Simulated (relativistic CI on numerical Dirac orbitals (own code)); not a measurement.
Ni2+ in a cubic cluster: L2,3 absorption with charge transfer

Computed with a charge-transfer multiplet model of a cubic metal-ligand cluster with up to 2 ligand holes, Slater and spin-orbit integrals from Dirac-Coulomb-Breit ions, Slater integrals scaled by 0.7. The ground state mixes d8 with configurations of k ligand holes L, whose averages lie at kΔ + k(k − 1)U_dd/2; a core hole lowers each added d electron by U_cd. 300 K, Lorentzian 0.4 eV and Gaussian 0.3 eV FWHM.

Atomic integrals in eV (Slater integrals scaled, ζ unscaled), ground: F2dd 8.519, F4dd 5.287, zeta_d 0.080; with the core hole: F2dd 8.519, F4dd 5.287, zeta_d 0.103, zeta_core 11.413, F2cd 5.424, G1cd 4.090, G3cd 2.325.

Cluster parameters (eV): Δ = 4.5, U_cd = 9.2, 10Dq = 0.55, 10Dq(ligand) = 0.6, V(eg) = 2.65, V(t2g) = -1.24, final-state hopping factor = 1.

```tsv
Case	n_d	d8	d9L	d10L2	S
U_dd = 5.9 eV	8.25	0.76	0.23	0.01	1.00
U_dd = 6.6 eV	8.25	0.76	0.23	0.01	1.00
U_dd = 7.3 eV	8.24	0.76	0.23	0.01	1.00
U_dd = 8.7 eV	8.24	0.77	0.23	0.01	1.00
U_dd = 9.4 eV	8.24	0.77	0.23	0.01	1.00
```

Weights, n_d and S are thermal averages at 300 K. Photon energies count from the first peak over 30 % of the highest in each spectrum, which can be another peak from case to case. The parameters are a model scan and need not match a compound or its usual spin state. Peaks in eV (height, largest 100):
- U_dd = 5.9 eV: 0.0 (100), 1.0 (18), 5.7 (9), 17.2 (25), 17.8 (23)
- U_dd = 6.6 eV: 0.0 (100), 1.2 (18), 6.0 (6), 17.2 (24), 17.9 (23)
- U_dd = 7.3 eV: 0.0 (100), 1.3 (19), 17.2 (24), 17.9 (23)
- U_dd = 8.7 eV: 0.0 (100), 1.5 (21), 17.2 (24), 18.0 (24)
- U_dd = 9.4 eV: 0.0 (100), 1.5 (22), 17.2 (24), 18.1 (24)

For the case U_dd = 7.3 eV, Δ = 4.5 eV is smaller than U_dd = 7.3 eV, the charge-transfer side of the Zaanen-Sawatzky-Allen scheme. With the core hole the configuration with one ligand hole lies at Δ + U_dd − U_cd = 1.2, 1.9, 2.6, 4.0, 4.7 eV from the one without, in the order of the table; where this is negative the screened configuration lies lower, though the effective hopping of about 3.5 eV (from the holes of the mixed ground state) mixes the two strongly wherever it is as large as the gap.
